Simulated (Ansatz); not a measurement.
# Match the barriers

Saddle point of SiH2Cl3OF, singlet (SiHCl₃O ([OH][Si]([Cl])([Cl])[Cl]) + HF → SiCl₃F ([F][Si]([Cl])([Cl])[Cl]) + H₂O; bonds formed: Si1–F7, O2–H6; bonds broken: Si1–O2, H6–F7), PBE0-D4/def2-TZVP structure:

Si1  (-0.444, -0.214, -0.260)
O2  (0.650, 0.470, 0.940)
Cl3  (0.238, -1.630, -1.557)
Cl4  (-1.347, -1.468, 1.152)
Cl5  (-2.022, 0.930, -0.815)
H6  (1.143, 0.973, 0.030)
F7  (0.740, 1.035, -1.102)
H8  (1.043, -0.096, 1.612)
(Å)

Ansatz 0.2.0; basis: def2-TZVPP, with def2-QZVPP for the basis limit; cores frozen in the correlated methods. B3LYP uses VWN-RPA correlation. Extrapolation: Hartree–Fock as exp(−7.88 √X), correlation as X^−2.97. Four methods, as single points on the PBE0-D4 structures, gave these electronic barriers from the start structure: 12.49, 27.63, 30.51, 40.81 kcal/mol.

Question: The methods were, in alphabetical order, B3LYP-D4, BHLYP-D4, HF, SPW92. Which gave which? (Judge from chemistry; the calculation decides.)

Answer: Computed: SPW92 12.49; B3LYP-D4 27.63; BHLYP-D4 30.51; HF 40.81 kcal/mol. For comparison, CCSD(T) at an estimated basis limit (MP2 extrapolated from triple and quadruple zeta, plus CCSD(T) − MP2 in triple zeta) gives 27.68 kcal/mol.

T1 diagnostic: at most 0.011.

Steps of this kind, hydrogen fluoride cutting a network bond, underlie vapour etching and the fluorination step of atomic layer etching.

Labels in which every atom is bracketed show which atoms are joined, not bond orders.

For scale, one of the runs: CCSD(T)/def2-TZVPP, 258 basis functions, launched by `ansatz run in.yaml --threads 8 --pin off --events-out ev --progress --plain --max-ram 19148MiB`. The run took 2.4 min on 8 CPU threads of an Intel Xeon (shared host), with 5.7 GiB of host memory at its peak.
